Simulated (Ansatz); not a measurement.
`OBBS` + `[OH][GaH][GeH3]` → `O[BH][GaH][GeH3]` + `OBS`  (redistribution)

Calculated with Ansatz (gas phase, PBE0-D4/def2-TZVP geometries, no zero-point term in ΔE). CCSD(T)/CBS is the MP2 limit (def2-TZVPP, def2-QZVPP) plus CCSD(T) − MP2 in def2-TZVPP, frozen cores. DFT in def2-TZVPP. For Ga, Ge outer-core shells are correlated without core-valence functions, which leaves a few kJ/mol of doubt a bond. Scalar relativity is left out up to krypton. Each species was taken in one conformer, which may not be the lowest.

| level | ΔE (kJ/mol) |
| --- | --- |
| BLYP-D4 | -46.1 |
| r2SCAN0-D4 | -51.7 |
| PBE | -49.5 |
| BLYP | -46.2 |
| r2SCAN | -48.0 |
| BHLYP | -50.7 |
| RPA@PBE/def2-TZVPP | -45.8 |
| CCSD/def2-TZVPP | -48.3 |

Q: What does CCSD(T)/CBS give? (An estimate is asked.)

A: The calculation gave: -47.4 kJ/mol. The listed levels differ from it by 1.3, -4.3, -2.1, 1.2, -0.6, -3.3, 1.6, -0.9 kJ/mol.

Largest T1 diagnostic among the species: 0.016.

In def2-TZVPP, CCSD(T) changes the Hartree–Fock value by +3.3 kJ/mol (the triples alone add +1.1 kJ/mol) and MP2 by +4.5 kJ/mol. From BLYP to BHLYP (50 % exact exchange), in def2-TZVPP and without D4, ΔE moves by −4.4 kJ/mol. At CCSD(T), def2-SVP lies −5.6 kJ/mol from the extrapolated value and def2-TZVPP +0.2 kJ/mol.
